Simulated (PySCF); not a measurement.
## CuI2: what the settings change

The complex CuI2 (charge 0) contains Cu(II), shell d9. The structure is a PBE0-D3(BJ)/def2-TZVP geometry optimised for multiplicity 2; coordination linear, point group D∞h, metal–donor distances 2.39 Å.

The d shell alone is too small an active space for CuI2 (Cu(II) with such soft donors has much ligand-hole, Cu(I)-like character): its levels, fitted parameters, g values and moments show what this model gives and aren't sound predictions.

```
3

Cu    0.000    0.000    0.000
I     0.000    0.000    2.388
I     0.000    0.000   -2.388
```

Method (PySCF 2.14, density fitting): CASSCF(9,5) with orbitals averaged over all microstates of the shell, strongly contracted NEVPT2 on the averaged canonical orbitals; basis x2c-TZVPall on the metal, x2c-SVPall elsewhere; spin-free X2C; gas phase; spin-orbit coupling by state interaction with the mean-field operator over all roots.

Base run: NEVPT2 ground state 2Σg+, next 2Πg at 690, then 2Δg at 4267 cm⁻¹, ζ 790 cm⁻¹, μeff(300 K) 3.09 μB.

Q: What happens with the basis x2c-TZVPall on all atoms?

A: NEVPT2 ground state 2Σg+, next 2Πg at 762, then 2Δg at 4283 cm⁻¹, ζ 790 cm⁻¹, μeff(300 K) 3.06 μB. It took 15 s against 6.7 s on a shared host of the same kind.

Ligand-hole states mix strongly into such Cu(II) halides; the d shell alone makes them too ionic, overstates g shifts and moments and can put the wrong state lowest. NEVPT2 lifts 2Δg from 2154 to 4267 cm⁻¹; on the d shell alone such lifts tend to overshoot.
